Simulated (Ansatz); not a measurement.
```yaml
crystal:
  periodic: [false, false, false]
  atoms:
    - {symbol: N, position_ang: [5.235993, 3.035854, -1.757660]}
    - {symbol: C, position_ang: [3.106882, 1.415020, -1.216565]}
    - {symbol: O, position_ang: [2.622611, -1.500407, -2.278752]}
    - {symbol: B, position_ang: [0.484597, -0.420702, -0.475625]}
    - {symbol: Si, position_ang: [-3.356854, -1.704697, 1.262776]}
    - {symbol: H, position_ang: [5.009637, 4.998912, -0.707870]}
    - {symbol: H, position_ang: [-5.674453, 0.387846, 0.293356]}
    - {symbol: H, position_ang: [-4.129049, -4.735238, 0.322568]}
    - {symbol: H, position_ang: [-3.104666, -1.578448, 4.520150]}
basis:
  gaussian: {orbitals: cc-pVDZ, final_grid: {core_spheres: 8, valence_spheres: 7, degree: 23}}
magnetization: {spin_polarized: true, initial_magnetization: 2}
hamiltonian: {xc: {name: PBE-QIDH}}
scf: {lower_state_search: full}
output: {forces: true}
```

```sh
$ ansatz run in.yaml --threads 2 --pin off --events-out ev --progress --plain --max-ram 4352MiB
```

It prints (some lines left out):

```
Functional definition: PBE-QIDH
900 factors; integrals over basis functions are off by at most 8.3e-4 eV
mean field evaluation 1: about -13074.3424 eV, gradient 7.6e1 eV
mean field evaluation 2: about -13074.3639 eV, gradient 7.6e1 eV
mean field evaluation 4: about -13106.0520 eV, gradient 4.5e1 eV
mean field evaluation 8: about -13110.5995 eV, gradient 4.3e1 eV
mean field evaluation 16: about -13139.5009 eV, gradient 1.2e1 eV
mean field evaluation 32: about -13141.9371 eV, gradient 7.3e-1 eV
mean field evaluation 96: about -13141.3713 eV, gradient 1.1e-1 eV
mean field evaluation 128: about -13141.3663 eV, gradient 1.3e-1 eV
mean field evaluation 192: about -13141.9767 eV, gradient 8.0e-2 eV
mean field evaluation 224: about -13141.7260 eV, gradient 3.2e-1 eV
mean field evaluation 256: about -13141.5632 eV, gradient 3.5e-1 eV
mean field evaluation 288: about -13141.8394 eV, gradient 2.2e-2 eV
mean field evaluation 512: about -13141.3942 eV, gradient 1.5e-1 eV
mean field evaluation 544: about -13141.1833 eV, gradient 3.0e-2 eV
mean field evaluation 608: about -13141.3501 eV, gradient 5.2e-2 eV
mean field -13141.98090510 eV, -482.9588903077 hartree, gradient 3.4e-6 eV, S^2 7.734729; 16 other end points of the search recorded, 0 dependent functions left out
9 core orbitals not correlated: weight in the atoms' cores, before any rotation towards them, 1.000 or more for the frozen orbitals, at most 0.000 for the correlated occupied ones
reference -13141.98092090 eV, -482.9588908886 hartree; 14, 12 occupied and 71, 73 virtual orbitals, 900 factors
second order -9.91148313 eV of doubles, -0.00000000 eV of singles
Total energy: -13145.28474862 eV, -483.0803043176 hartree
Atom 0 at     5.235993     3.035854    -1.757660 Å, force    -0.101227     0.275488     0.189549 eV/Å
Atom 1 at     3.106882     1.415020    -1.216565 Å, force    -0.285285    -0.281593     0.042510 eV/Å
Atom 2 at     2.622611    -1.500407    -2.278752 Å, force    -0.082635     0.114095     0.103367 eV/Å
Atom 3 at     0.484597    -0.420702    -0.475625 Å, force     0.357268     0.195077    -0.126585 eV/Å
Atom 4 at    -3.356854    -1.704697     1.262776 Å, force    -0.141260    -0.064996     0.055631 eV/Å
Atom 5 at     5.009637     4.998912    -0.707870 Å, force     0.039083    -0.314484    -0.169892 eV/Å
Atom 6 at    -5.674453     0.387846     0.293356 Å, force     0.152086    -0.119249     0.048620 eV/Å
Atom 7 at    -4.129049    -4.735238     0.322568 Å, force     0.060577     0.199605     0.056018 eV/Å
Atom 8 at    -3.104666    -1.578448     4.520150 Å, force     0.001393    -0.003943    -0.199218 eV/Å
Dipole moment:    -0.013145    -0.054773    -0.017476 e Å
```

In this input the geometry is stretched to more than twice its size. The run converged. The result belongs to that input, not to the molecule as meant.
